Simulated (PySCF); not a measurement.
**Dipole response of Nb²⁴⁺ (niobium, charge +24)**

[Ne] 3s2 3p5, 2P determinant. Calculation: PySCF 2.14, in an uncontracted even-tempered set (18 s from 2.7 bohr⁻², ratio 2.5; 12 p from 3.5 bohr⁻², ratio 2.5; 5 d from 18 bohr⁻², ratio 2.7; 4 f from 27 bohr⁻², ratio 2.7); scalar relativity by spin-free X2C-1e. Coupled (time-dependent) response in atomic units; α is the mean over directions.

```
method  mean α (bohr³)               α xx, yy, zz  C₆ (like pair)      S(−4)
   UHF         0.02378  0.03646, 0.01744, 0.01744        0.003771  0.0006516
  PBE0         0.02399  0.03666, 0.01766, 0.01766        0.003780  0.0007191
```

S(−4) is the Cauchy moment in α(ω) = α(0) + S(−4) ω² + …

Spin-orbit coupling is absent.

α(iu) at PBE0:

```csv
u (hartree),α(iu) (bohr³)
0,0.02399
0.900,0.02344
1.80,0.02204
3.60,0.01855
5.40,0.01541
7.20,0.01285
9.00,0.01084
13.5,0.007526
18.0,0.005678
27.0,0.003817
45.0,0.002361
```

For an ion, C₆ is the dispersion term alone; charge-induced terms of lower order in 1/R come first.

The components differ because the open shell of this determinant is not spherical; for a pure term their mean is the scalar polarisability.

Spin-orbit coupling, absent here, splits the open shell strongly.
